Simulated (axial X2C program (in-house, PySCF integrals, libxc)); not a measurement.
# Correcting the dissociation energy of SiSe⁺ for spin–orbit coupling

A spin-free PBE0 curve (one-electron X2C) was computed with an in-house all-electron X2C program for linear molecules (integrals from PySCF), basis Se dyall-cv3z [8s9p6d4f1g], Si dyall-v3z [8s7p2d1f] (cores contracted in-house), for the state M_S = 1/2, Λ = 1 (beyond evenly filled blocks: π+α, π+β, π-α). It gives D0 = 3.756 eV to Se + Si+, which in a spin-free picture are the weighted means of the ground terms.

Measured levels of the ground terms (NIST Handbook of Basic Atomic Spectroscopic Data), in cm⁻¹: Se 3P: J = 2 at 0, J = 1 at 1989.5, J = 0 at 2534.4; Si+ 2P: J = 1/2 at 0, J = 3/2 at 287.2.

The two components of the molecular doublet are 1345 cm⁻¹ apart in the PBE0 2c search (Ω = 3/2 lower), so the lower one lies 672 cm⁻¹ under their mean.

How far does each ground level lie under the (2J+1)-weighted mean of its term?

Se: (5 × 0 + 3 × 1989.5 + 1 × 2534.4)/9 = 945 cm⁻¹; Si+: (2 × 0 + 4 × 287.2)/6 = 191 cm⁻¹.

Correct D0.

D0 = 3.756 + (672 − 1136)/8065.5 = 3.698 eV at PBE0 with these spin–orbit terms.

Second-order spin–orbit effects in the molecule, which grow quickly with Z, are left out. Occupations by symmetry block were frozen at the best pattern of an incomplete PBE0 search. Dissociation energies refer to the lowest single-determinant-based atoms at the same level and basis. Other states lie close and PBE0, whose exact exchange favours high spin, may order them wrongly; the determinant shown need not be the ground state. The nearest other spin-free determinant of the search, M_S = 1/2, Λ = 0, lies 0.42 eV up at the distance of the search. The functionals have no current-density term, which raises determinants with orbital currents, atoms included.
